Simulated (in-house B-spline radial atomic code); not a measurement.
Results of a calculation; reference values are marked as such.
# Se in an electron gas of r_s = 2.2: phase shifts, screening, friction and resistivity

A nucleus sits in a uniform electron gas with a rigid positive background. The Kohn-Sham equations are solved self-consistently in the spin-unpolarised LDA (PW92), non-relativistic, on B-splines with outgoing waves at the boundary and partial waves to l = 8. The model has no lattice, no bands and no magnetic solution. Atomic units; δ_l are the phase shifts at the Fermi level, counted so that each bound state adds π, and good to about 0.0005.

The density parameter is r_s = 2.2 bohr, near that of the valence electrons of Ga (3 per atom, density 5.91 g/cm³, mass 69.72 u, which gives r_s = 2.19).

| l | δ_l (rad) |
| --- | --- |
| 0 | 10.7204 |
| 1 | 8.0864 |
| 2 | 3.5804 |
| 3 | 0.0612 |
| 4 | 0.0090 |
| 5 | 0.0017 |
| 6 | 0.0004 |
| 7 | 0.0003 |
| 8 | 0.0002 |

Bound levels below the band bottom (hartree): p -51.08, s -7.135, p -5.141, d -1.601, s -0.2931 and deeper ones.

Task: Check the Friedel sum rule, and say where the screening charge sits.

Result: k_F = (9π/4)^(1/3)/r_s = 0.87234. The rule is Z = (2/π) Σ (2l + 1) δ_l. The terms are s 6.825, p 15.444, d 11.397, f 0.273 and 0.072 beyond, in all 34.010 against Z = 34. Bound states hold 8 s, 12 p, 10 d electrons, so the scattering states carry 4.01 in all; where a term is smaller than its bound count, the bound level has drawn weight out of the band.

Task: Find the transport cross section and the electronic stopping of a 2 keV Se ion (mass 78.97 u).

Result: σ_tr = (4π/k_F²) Σ (l + 1) sin²(δ_l − δ_(l+1)). The terms for l = 0 to 3 are 0.2363, 1.9160, 0.4078, 0.0109, all together 2.5713, so σ_tr = 16.513 × 2.5713 = 42.460 bohr². With n = 3/(4π r_s³) = 0.02242, the friction coefficient is Q = n k_F σ_tr = 0.8304. For v well below v_F = 0.872, dE/dx = Q v; with 24801 eV per u at v = 1, v = √(2000/(24801 × 78.97)) = 0.0320, so dE/dx = 0.02654 hartree/bohr = 13.6 eV/nm. The largest term couples the p and d waves.

Task: What residual resistivity would 1 atomic per cent of such centres give in Ga?

Result: Δρ = k_F n_i σ_tr/n in atomic units of 21.74 μΩ·cm. With one host atom per 3 electrons, n_i/n = 0.01/3, so Δρ = 0.8723 × 0.00333 × 42.460 × 21.74 = 2.68 μΩ·cm. This is an atom added to the gas, as on an interstitial site.

Task: On a substitutional site the background of one host ion, a sphere holding 3 charges, is taken out. The phase shifts for l = 0 to 4 become 10.4191, 7.6161, 3.1290, -0.0212, -0.0056. What follows?

Result: The Friedel sum is now 31.01, for Z − 3 = 31. The sum in σ_tr is 2.0118, so σ_tr = 33.22 bohr² and Δρ = 2.10 μΩ·cm per atomic per cent, 0.78 times the value above. A real host ion scatters too, so this model doesn't give zero even for the host's own atom.
